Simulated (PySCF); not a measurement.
**Electronic structure of Rh (rhodium, neutral) at the UHF level**

Configuration: [Kr] 4d7 5s2, high-spin 4F determinant (an excited configuration). Calculation: PySCF 2.14, in x2c-QZVPPall (13s8p7d4f2g, 118 functions); scalar relativity by spin-free X2C-1e.

* Total energy: -4781.199151 hartree
* One-electron energy: -6589.0589 hartree
* Hartree (Coulomb) energy: 1945.3703 hartree
* Exchange energy: -137.5105 hartree
* ⟨S²⟩: 3.7659
* ⟨L²⟩: 12.055
* Sum of ⟨r⟩: 33.33 bohr
* Sum of ⟨r²⟩: 57.60 bohr²
* Langevin diamagnetic susceptibility: -45.6 ×10⁻⁶ cm³/mol

| shell | electrons | mean orbital energy (eV) | spread (eV) | rms radius, mean of both spins (bohr) |
| --- | --- | --- | --- | --- |
| 1s β | 1 | -23346.0 | 0 | 0.0374 |
| 1s α | 1 | -23346.0 | 0 | 0.0374 |
| 2s α | 1 | -3470.6 | 0 | 0.154 |
| 2s β | 1 | -3469.7 | 0 | 0.154 |
| 2p α | 3 | -3105.2 | 0 | 0.137 |
| 2p β | 3 | -3104.3 | 0 | 0.137 |
| 3s α | 1 | -659.14 | 0 | 0.415 |
| 3s β | 1 | -658.68 | 0 | 0.415 |
| 3p α | 3 | -535.64 | 0 | 0.419 |
| 3p β | 3 | -535.10 | 0 | 0.419 |
| 3d α | 5 | -338.35 | 0.309 | 0.403 |
| 3d β | 5 | -337.09 | 1.147 | 0.403 |
| 4s α | 1 | -107.83 | 0 | 1.05 |
| 4s β | 1 | -102.65 | 0 | 1.05 |
| 4p α | 3 | -70.775 | 0 | 1.16 |
| 4p β | 3 | -64.191 | 0 | 1.16 |
| 4d α | 5 | -16.563 | 1.157 | 1.61 |
| 4d β | 2 | -14.052 | 0 | 1.61 |
| 5s α | 1 | -7.623 | 0 | 3.60 |
| 5s β | 1 | -6.561 | 0 | 3.60 |

Densities and radii are taken from the X2C orbitals without a picture-change correction, which distorts them close to the nucleus.

Spin-orbit constants ζ (cm⁻¹) from the X2C one-electron operator on these orbitals: bare nucleus, nucleus screened by l(l+1)(2l+1)/3 electrons, and screened by the Breit-Pauli mean field of the electrons.

```tsv
shell	bare	screened nucleus	mean field
2p	781900	747200	n/a
3p	136300	130300	n/a
3d	19820	15410	n/a
4p	19850	18970	n/a
4d	1725	1341	n/a
```

To first order the Landé constant is A = -447.2 cm⁻¹, so the lowest level has J = 9/2 and lies 0.249 eV below the centre of the term. This holds in LS coupling only.
